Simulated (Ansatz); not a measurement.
## A cut through the energy surface

CH₃FMgO (SMILES C[O][Mg][F]), closed shell, at its PBE0-D4/def2-TZVP minimum:

C1  (0.037, 1.151, 0.108)
O2  (0.004, -0.219, -0.025)
Mg3  (-0.039, -1.961, -0.199)
F4  (-0.081, -3.703, -0.372)
H5  (-0.803, 1.630, -0.414)
H6  (-0.018, 1.458, 1.162)
H7  (0.962, 1.577, -0.307)
(Å)

The bond length C1–H7 (1.099 Å at the minimum) is set to the values below, the two halves moving rigidly along the bond. Each method's energies count from its own value at the PBE0-D4 minimum structure. Computed with Ansatz 0.2.0 (basis: def2-TZVPP); correlated methods freeze the cores. The outer core shell of Li, Na, Mg and K is correlated. The def2 sets are not built for correlating such inner shells, so the correlated values are less sure here.

CCSD(T) energies along the scan:
| bond length (Å) | CCSD(T) (kcal/mol) |
| --- | --- |
| 0.945 | 11.45 |
| 0.978 | 6.53 |
| 1.025 | 2.16 |
| 1.080 | 0.11 |
| 1.142 | 0.67 |
| 1.208 | 3.58 |
| 1.278 | 8.38 |
| 1.352 | 14.62 |
| 1.429 | 21.76 |
They count from the CCSD(T) energy at the PBE0-D4 minimum.

Minimum and curvature along this coordinate at CCSD(T): A fifth-order fit through the nearest points gives 1.097 Å, with a curvature of about 31 eV/Å².

Problem. Treat the two halves as rigid bodies and work out the harmonic wavenumber of this stretch from that curvature (ν̃ = 521.5 √(k/μ) cm⁻¹ with k in eV/Å² and μ in u).

Solution. The halves weigh 73.33 and 1.01 u, so μ = 73.33 × 1.01/74.34 = 0.996 u and ν̃ = 521.5 √(31/0.996) ≈ 2900 cm⁻¹. A true normal mode mixes in other motions, so this is a guide only.

Largest difference from the CCSD(T) curve over the scan: PBE-D4 2.56; r2SCAN-D4 0.67; PBE0-D4 0.16; MP2 1.61 kcal/mol. Each curve counts from its own value at the minimum.

The T1 diagnostic stays at or below 0.013.

For scale, one of the runs: CCSD(T)/def2-TZVPP, 167 basis functions (an equivalent command: `ansatz run in.yaml --threads 4`). The run took 52 s on 4 CPU threads (shared host), with 1.6 GiB of host memory at its peak.
